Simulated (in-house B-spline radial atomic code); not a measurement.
A calculation on Ti6+: its settings, and results tabulated from the run. Method: scalar-relativistic (X2C) PBE0, spin-polarised, spherical fractional occupations, exact exchange averaged over the configuration, Fermi nucleus of rms radius 3.5921 fm. Calculated with a B-spline radial code for spherical atoms.

Command:
```bash
python run_scf.py task.json out
```
Settings (nuclear radius in fm, mass in u):
```
Z                22
configuration    [Ne] 3s2 3p4
hamiltonian      x2c
method           pbe0
spin_polarised   True
nucleus          fermi
rms_radius       3.5921
atomic_mass      47.94794
speed_of_light   137.035999084
exact_exchange   averaged over the configuration
```

Output (hartree, bohr):
```
 radial grid: 66 intervals, B-splines of order 8, outer radius 10.2985 bohr

 iter        energy (Eh)    residual
    1        -838.355211    4.66e-01
    2        -841.838767    1.59e-01
    3        -842.070774    5.65e-02
    4        -842.102391    1.97e-02
    5        -842.106934    6.14e-03
    6        -842.107297    1.19e-04
    7        -842.107298    1.58e-05
    8        -842.107298    6.83e-07
    9        -842.107298    9.17e-09

 total energy                      -842.10730
 kinetic                             850.4655
 electron-nucleus                  -1940.7549
 Hartree                             287.0908
 exact exchange                       -9.5112
 exchange-correlation                -29.3976

 orbital      occ     eigenvalue          <r>       <r^2>       <1/r>     <1/r^3>       <r^4>       r_max
 1s up      1.000      -184.3138    0.0693146  0.00647481     22.0206           - 0.000108464     0.04526
 1s down    1.000      -184.2731     0.069302  0.00647231     22.0238           - 0.000108379     0.04526
 2s up      1.000       -24.2398     0.323335    0.123628     4.59847           -   0.0268599      0.2682
 2s down    1.000       -24.2071     0.323116    0.123378     4.59833           -   0.0266632      0.2684
 2p up      3.000       -20.7489     0.288476    0.102529     4.46678     267.879   0.0215436      0.2191
 2p down    3.000       -20.6950     0.288696    0.102639     4.46229      267.14    0.021546      0.2194
 3s up      1.000        -6.0250     0.932775    0.991666     1.51478           -     1.49711      0.8378
 3s down    1.000        -5.8119     0.937977     1.00402     1.50598           -      1.5441      0.8389
 3p up      3.000        -5.0313     0.964249     1.07349     1.41366     38.5654      1.8275      0.8522
 3p down    1.000        -4.8797     0.970568     1.08968     1.40741     38.3687     1.89698      0.8539
```

Cost of the run: 0.71 s on 1 thread of Arm Neoverse N1, on a shared host.
